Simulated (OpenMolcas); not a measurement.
# Exact exchange and the vertical energy of the triplet above the singlet of CH3BCl2O (methoxydichloroborane)

CH3BCl2O has 8 atoms, charge 0, and is taken as a singlet. SMILES: `COB(Cl)Cl`. The shape is that of a PBE0-D4/def2-TZVP optimisation.

The vertical energy of the triplet above the singlet y, in eV, basis def2-SVP; a is the functional's share of exact exchange. Programs: OpenMolcas 26.06.

| functional | program | a | y (eV) |
| --- | --- | --- | --- |
| r2SCAN | OpenMolcas | 0 | 6.61 |
| TPSS | OpenMolcas | 0 | 6.48 |
| B3LYP | OpenMolcas | 0.2 | ? |
| PBE0 | OpenMolcas | 0.25 | 6.90 |
| BHLYP | OpenMolcas | 0.5 | 7.36 |

Fit y = c + s·a to the known rows and predict B3LYP.


1. Means of the 4 rows: a = 0.1875, y = 6.838.
2. Σ(Δa)² = 0.17188, Σ(Δa·Δy) = 0.27687, so the slope is 0.27687/0.17188 = 1.6108.
3. Intercept: 6.838 − (1.6108) × 0.1875 = 6.536. The largest residual of the fit is 0.075.
4. B3LYP: 6.536 + (1.6108) × 0.2 = 6.86 eV.

The run gave 6.83 eV, so the prediction is off by +0.03 eV, within the largest residual. The rows mix families of semi-local functionals, which the line can't see.
